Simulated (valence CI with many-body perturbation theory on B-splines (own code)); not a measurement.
## From CI to CI+MBPT in Te III

Calculated by relativistic CI+MBPT: four valence electrons over a frozen Dirac-Fock core [Kr] 4d10, radial functions for each j: 11 s, 11 p, 9 d, 7 f, 5 g, 2 h, 1 i, with the one-electron correlation potential Σ1, the two-electron term Σ2, the three-electron term Σ3, Breit, model QED; selected CI, second order for the rest, scaled by the run's own slope (own B-spline code, finite nucleus).

Set against measurement, 45 paired levels are off by 178 cm⁻¹ on average, the worst by 974. These come from a selection out of Zhang, Palmeri, Quinet and Biemont, Astron. Astrophys. 551, A136 (2013). Levels without a partner in it may be off by more. Among the levels kept, up to 270 cm⁻¹ of a level comes from second order outside the variational space, and about a tenth of that is noise between levels of different J, which matters for small intervals. 7 measured levels below the end of the list, from 114216 cm⁻¹ on, found no clear computed partner, and computed levels of the same name lie up to 1987 cm⁻¹ from them.

Each rung adds one term. CI alone is the Dirac-Coulomb CI over the frozen core; QED comes last and gives the full result, which names the levels. Energies are above 5s2 5p2 3P_0 on the same rung, in cm⁻¹. A blank means that the level has no clear partner on that rung.

Names give the largest LS component (configuration and term), which can be under half, so a name can repeat, a term be missing and a line seem to break the LS rules; names also repeat where a configuration has a term twice. Letters in brackets count levels of one name in rising energy.

| Level | CI alone | Σ1 | Σ2 | Σ3 | Breit | QED | Full |
| --- | --- | --- | --- | --- | --- | --- | --- |
| 5s2 5p2 3P_1 | 4302 | +430 | +80 | +34 | -90 | +9.3 | 4766 |
| 5s2 5p2 3P_2 | 7608 | +605 | +27 | +25 | -116 | +13 | 8161 |
| 5s2 5p2 1D_2 | 16511 | +1063 | -93 | -2.4 | -179 | +21 | 17320 |
| 5s2 5p2 1S_0 | 29601 | +1360 | -292 | -204 | -173 | +20 | 30312 |
| 5s 5p3 5S°_2 | 58264 | +2943 | +3280 | +88 | -86 | -189 | 64302 |
| 5s 5p3 3D°_1 | 77661 | +3582 | +1636 | +25 | -102 | -159 | 82643 |
| 5s 5p3 3D°_2 | 77937 | +3606 | +1662 | +22 | -113 | -159 | 82955 |
| 5s 5p3 3D°_3 | 79758 | +3787 | +1692 | +32 | -151 | -156 | 84962 |
| 5s 5p3 3P°_2 [a] | 90227 | +4325 | +564 | +22 | -170 | -97 | 94873 |
| 5s 5p3 3P°_0 | 91078 | +4062 | +1027 | -61 | -144 | -149 | 95813 |
| 5s 5p3 3P°_1 | 91557 | +4136 | +1019 | -54 | -165 | -147 | 96346 |
| 5s 5p3 3P°_2 [b] | 95349 | +4782 | +453 | +30 | -233 | -76 | 100305 |
| 5s2 5p 5d 3F°_2 | 100326 | +5176 | -710 | +96 | -222 | +0.9 | 104667 |
| 5s2 5p 5d 3F°_3 | 102000 | +5289 | -895 | +100 | -226 | +17 | 106284 |
| 5s2 5p 6s 3P°_0 | 104633 | +5564 | -2386 | -33 | -128 | +72 | 107722 |
| 5s2 5p 6s 3P°_1 | 105084 | +5562 | -2545 | -31 | -137 | +69 | 108001 |
| 5s2 5p 5d 3F°_4 | 106531 | +5706 | -757 | +108 | -308 | +32 | 111311 |
| 5s2 5p 5d 1P°_1 | 111925 | +5567 | -2850 | -15 | -195 | +21 | 114454 |
| 5s2 5p 6s 3P°_2 [a] | 112276 | +5859 | -2338 | -13 | -214 | +36 | 115606 |
| 5s 5p3 3S°_1 |  |  |  | -91 | -140 | -109 | 116203 |
| 5s2 5p 6s 3P°_2 [b] | 115001 | +5541 | -3316 | -2.8 | -216 | +32 | 117039 |
| 5s2 5p 6s 1P°_1 |  |  |  | -53 | -201 | -12 | 118148 |
| 5s2 5p 5d 3D°_3 | 119009 | +5631 | -3212 | -11 | -252 | +5.5 | 121171 |
| 5s2 5p 5d 3P°_1 [a] | 120380 | +5597 | -3357 | -9.8 | -245 | -19 | 122345 |
| 5s2 5p 5d 3P°_0 | 120227 | +5686 | -3009 | +44 | -255 | +3.5 | 122698 |
| 5s2 5p 5d 3D°_2 | 120813 | +5662 | -3432 | -8.2 | -254 | -11 | 122770 |
| 5s2 5p 5d 3P°_1 [b] | 124076 | +5265 | -3963 | -34 | -263 | -57 | 125026 |
| 5s2 5p 5d 1F°_3 | 124791 | +5975 | -2970 | -15 | -274 | +30 | 127537 |
| 5s 5p3 1D°_2 | 127679 | +5286 | -5016 | -97 | -226 | -86 | 127539 |
| 5s2 5p 6p 3D_1 | 125271 | +5833 | -2328 | -31 | -114 | +25 | 128656 |
| 5s2 5p 6p 3P_1 [a] | 128709 | +5908 | -2313 | -32 | -143 | +29 | 132159 |

The middle columns are the shifts that each term adds.

Problem. How does the ionisation energy move along the ladder, and which term matters most?

Solution. CI alone 27.291, + Σ1 28.168, + Σ2 27.822, + Σ3 27.818, + Breit 27.799, + QED 27.804 eV. The largest step is Σ1, 0.878 eV. NIST lists 27.84 ± 0.04 eV (measured).
